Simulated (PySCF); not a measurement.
Excitation energy of Hg by level of theory

Hg [Xe] 4f14 5d10 6s2 (1S) → Hg [Xe] 4f14 5d10 6s1 7s1 (3S), as a difference of total energies. All numbers are calculated (PySCF 2.14, a scalar-relativistic core potential, in aug-cc-pVTZ-PP with ECP60MDF (6s6p5d3f2g, 88 functions)). Correlated levels: valence: 5s2 5p6 frozen. The calculations carry no spin-orbit coupling.

| method | excitation energy (cm⁻¹) | error (cm⁻¹) |
| --- | --- | --- |
| UHF | 48545 | -13805 |
| LDA | 64678 | +2328 |
| PBE | 61256 | -1095 |
| PBE0 | 59230 | -3120 |
| r2SCAN | 61323 | -1027 |
| r2SCANh | 60770 | -1581 |
| wB97X | 60366 | -1985 |
| wB97X-V | 59445 | -2906 |
| MP2 (valence) | 62671 | +321 |
| SCS-MP2 (valence) | 62492 | +142 |

Reference: 62350 cm⁻¹ (measured; NIST levels).

Errors of the correlated levels include the incompleteness of this basis and the frozen core.
